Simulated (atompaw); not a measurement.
Which change was made? (Zn, PAW (atompaw))

Zn (Z = 30), PAW, made with atompaw 4.2.0.5 (PBE, scalar-relativistic). Core [Ar], reference 3d10 4s2 4p0. Waves: 4s (bound): rc 3.00 bohr; 4s channel at -0.15 Ry: rc 3.00 bohr; 4p (bound, empty): rc 3.00 bohr; 4p channel at 1.45 Ry: rc 3.00 bohr; 3d (bound): rc 1.25 bohr; 3d channel at -0.25 Ry: rc 1.25 bohr; 4f channel at 0.15 Ry: rc 3.00 bohr. Local part: bessel scheme, radius 2.75 bohr. Core correction: smooth core density matched at 2.50 bohr. Augmentation charge: sinc compensation charge, radius 2.80 bohr; PAW radius 3.00 bohr; waves and projectors: custom rrkj gramschmidtortho.

Cutoffs, loose and tight: the cutoffs (Ry, on a coarse ladder) from which the occupation-weighted sum of valence levels, in a spherical-Bessel basis at the reference potential, stays within 10 and 1 mRy of its value at 400 Ry. They see the waves, projectors and local potential, not the compensation charge or the core.

The base gives: outcome: generated; cutoff, loose: 90 Ry; cutoff, tight: 160 Ry; bound ghosts: none.

Problem. After one change the result is: outcome: generated; cutoff, loose: 40 Ry; cutoff, tight: 70 Ry; bound ghosts: none. Which change was it?
A. all radii scaled by about 0.75 (s 2.26, p 2.26, d 0.94, f 2.26 bohr); local potential bessel scheme, radius 2.08 bohr; augmentation sinc compensation charge, radius 2.10 bohr; PAW radius 2.26 bohr; waves and projectors: custom rrkj gramschmidtortho; core correction smooth core density matched at 1.88 bohr
B. all radii scaled by about 1.29 (s 3.86, p 3.86, d 1.60, f 3.86 bohr); local potential bessel scheme, radius 3.54 bohr; augmentation sinc compensation charge, radius 3.60 bohr; PAW radius 3.86 bohr; waves and projectors: custom rrkj gramschmidtortho; core correction smooth core density matched at 3.22 bohr
C. all radii scaled by about 0.87 (s 2.62, p 2.62, d 1.10, f 2.62 bohr); local potential bessel scheme, radius 2.40 bohr; augmentation sinc compensation charge, radius 2.44 bohr; PAW radius 2.62 bohr; waves and projectors: custom rrkj gramschmidtortho; core correction smooth core density matched at 2.18 bohr

Solution. B. The others give: all radii scaled by about 0.75 (s 2.26, p 2.26, d 0.94, f 2.26 bohr); local potential bessel scheme, radius 2.08 bohr; augmentation sinc compensation charge, radius 2.10 bohr; PAW radius 2.26 bohr; waves and projectors: custom rrkj gramschmidtortho; core correction smooth core density matched at 1.88 bohr → outcome: generated; cutoff, loose: 180 Ry; cutoff, tight: 300 Ry; bound ghosts: none | all radii scaled by about 0.87 (s 2.62, p 2.62, d 1.10, f 2.62 bohr); local potential bessel scheme, radius 2.40 bohr; augmentation sinc compensation charge, radius 2.44 bohr; PAW radius 2.62 bohr; waves and projectors: custom rrkj gramschmidtortho; core correction smooth core density matched at 2.18 bohr → outcome: generated; cutoff, loose: 120 Ry; cutoff, tight: 200 Ry; bound ghosts: none.
